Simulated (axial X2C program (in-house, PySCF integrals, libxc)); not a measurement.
**GeF⁺: nuclear properties from DFT to coupled cluster**

Computed with an axial X2C code built on PySCF integrals: two-component X2C with atomic mean-field Coulomb and Gaunt terms, Gaussian nuclei, basis Ge dyall-acv3z, F dyall-av3z with contracted cores.

R = 1.674 Å (near the PBE0 minimum at charge 1 of the determinant lowest at the starting distance; the state shown can have its own minimum elsewhere); state Ω = 0 (closed shell).

```tsv
level	qzz Ge (a.u.)	qzz F (a.u.)
PBE0	-4.24	0.72
HF	-4.55	0.86
B3LYP	-4.17	0.66
```

qzz is the electric field gradient, eQq0 = 234.96 MHz × Q/barn × qzz. The operators were transformed with the bare-nucleus X2C matrices; with these basis sets, hyperfine constants and field gradients can be off by tens of per cent, and where levels differ in sign neither size nor sign is settled.

Finite-field MP2, CCSD and CCSD(T), with 20 electrons correlated in 130 natural virtual spinors (MP2 remainder added):

```csv
level,qzz Ge (a.u.),qzz F (a.u.)
MP2,-4.24,0.62
CCSD,-4.24,0.73
CCSD(T),-4.12,0.67
```

T1 = 0.016 (Lee–Taylor). One unrestricted determinant, the lowest of a limited PBE0 search, is the reference; the functionals treat spin collinearly. Correlation of the inner shells is missing, which matters for properties at the nucleus. Number of frozen shells: Ge 3 s, 2 p; F 1 s.

**Question.** By how much does correlation change each value, CCSD(T) against HF?

**Answer.** qzz Ge -9 %; qzz F -22 %.
